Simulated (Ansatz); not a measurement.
A run for Ansatz (a program for electronic structure): R-B3LYP/def2-TZVPP on GeH4Se2 (SMILES [GeH3][Se][SeH]), a point of a torsion scan.

Ansatz 0.2 input:
```yaml
crystal:
  periodic: [false, false, false]
  atoms:
    - {symbol: Ge, position_ang: [1.02856481, -0.09140905, 0.06543278]}
    - {symbol: Se, position_ang: [-0.48916145, 1.66537599, -0.31296543]}
    - {symbol: Se, position_ang: [-2.48659286, 0.55796716, 0.04798875]}
    - {symbol: H, position_ang: [0.78249456, -1.23402511, -0.87637138]}
    - {symbol: H, position_ang: [2.40954547, 0.44869743, -0.14378671]}
    - {symbol: H, position_ang: [0.90232038, -0.61433778, 1.46903598]}
    - {symbol: H, position_ang: [-2.58145522, 0.82590760, 1.47557074]}
basis:
  gaussian:
    orbitals: def2-TZVPP
hamiltonian:
  xc: {name: B3LYP}
scf: {lower_state_search: off}
```

Output:

```
WARN ansatz: RAYON_NUM_THREADS=1 ignored (pool sized by the plan → 1); use --threads N
Functional definition: B3LYP
these checks for a lower state are left out or cut short: stability, starts, cluster_reference, orbital_swaps, neighbouring_geometries, increment
integrals: 0.15 GiB planned
1443 factors; their error is unknown
mean field: 1.37 GiB planned
mean field evaluation 1: about -187285.3810 eV, gradient 2.2e1 eV
mean field evaluation 2: about -187285.7316 eV, gradient 1.9e1 eV
mean field evaluation 4: about -187285.9709 eV, gradient 5.5e-1 eV
mean field evaluation 8: about -187286.8361 eV, gradient 4.7e-1 eV
mean field evaluation 16: about -187286.8363 eV, gradient 3.1e-5 eV
mean field -187286.83628318 eV, -6882.6642858297 hartree, gradient 4.6e-6 eV, S^2 0.000000; 0 other end points of the search recorded, 0 dependent functions left out
reference -187286.83654236 eV, -6882.6642953543 hartree; 52, 52 occupied and 148, 148 virtual orbitals, 1443 factors
Total energy: -187286.83654236 eV, -6882.6642953543 hartree
Checks for a lower state left out: stability, starts, cluster_reference, orbital_swaps, neighbouring_geometries, increment
```

The run converged.

Cost: around 4 core-seconds (rough).
